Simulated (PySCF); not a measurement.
## Two-component Hartree-Fock for Ca (calcium, neutral)

Start: [Ar] 4s2. Calculated with PySCF 2.14 in x2c-TZVPall-2c (6s7p3d, 42 functions): generalised Hartree-Fock with the X2C-1e Hamiltonian and a Gaussian nucleus; one run each with spin-orbit coupling (SO) switched off, then screened by Boettger's factors.

```json
{"spinor shell": "1s1/2", "electrons": "2", "ε, spin-free (eV)": "-4084.7", "ε, screened SO (eV)": "-4084.7", "weight of nominal j (screened SO)": "1.000", "rms radius, screened SO (bohr)": "0.0888"}
{"spinor shell": "2s1/2", "electrons": "2", "ε, spin-free (eV)": "-461.57", "ε, screened SO (eV)": "-461.56", "weight of nominal j (screened SO)": "1.000", "rms radius, screened SO (bohr)": "0.393"}
{"spinor shell": "2p1/2", "electrons": "2", "ε, spin-free (eV)": "-371.04", "ε, screened SO (eV)": "-373.61", "weight of nominal j (screened SO)": "1.000", "rms radius, screened SO (bohr)": "0.361"}
{"spinor shell": "2p3/2", "electrons": "4", "ε, spin-free (eV)": "-371.04", "ε, screened SO (eV)": "-369.77", "weight of nominal j (screened SO)": "1.000", "rms radius, screened SO (bohr)": "0.363"}
{"spinor shell": "3s1/2", "electrons": "2", "ε, spin-free (eV)": "-61.540", "ε, screened SO (eV)": "-61.539", "weight of nominal j (screened SO)": "1.000", "rms radius, screened SO (bohr)": "1.24"}
{"spinor shell": "3p1/2", "electrons": "2", "ε, spin-free (eV)": "-36.431", "ε, screened SO (eV)": "-36.716", "weight of nominal j (screened SO)": "1.000", "rms radius, screened SO (bohr)": "1.38"}
{"spinor shell": "3p3/2", "electrons": "4", "ε, spin-free (eV)": "-36.431", "ε, screened SO (eV)": "-36.290", "weight of nominal j (screened SO)": "1.000", "rms radius, screened SO (bohr)": "1.38"}
{"spinor shell": "4s1/2", "electrons": "2", "ε, spin-free (eV)": "-5.341", "ε, screened SO (eV)": "-5.341", "weight of nominal j (screened SO)": "1.000", "rms radius, screened SO (bohr)": "4.50"}
```

```csv
quantity,spin-free,screened SO
E (hartree),-679.61834,-679.62170
M_J,0,0
⟨J²⟩,0.000,0.000
⟨L²⟩,0.000,0.000
⟨S²⟩,0.000,0.000
```

Without spin-orbit coupling the j labels of p, d and f shells carry no meaning; the spin-free column gives the mean over the occupied spinors of each nl shell.
